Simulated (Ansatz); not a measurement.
Task: Name a neutral molecule of C, N, Si and H with size of the dipole moment (PBE/def2-TZVPP) between 1.40 and 1.70 D and HOMO–LUMO gap (B3LYP/def2-TZVPP) between 6.45 and 6.75 eV (Ansatz, PBE0-D4/def2-TZVP geometry).

Result: `CN[SiH2]CN` (1.56 D, 6.59 eV); `N[SiH2]C(N)[SiH3]` (1.55 D, 6.45 eV). Other molecules can fit too; these were computed, each in one conformer that needn't be the lowest.

B3LYP here is the variant with VWN-RPA as its local correlation; programs differ in this.
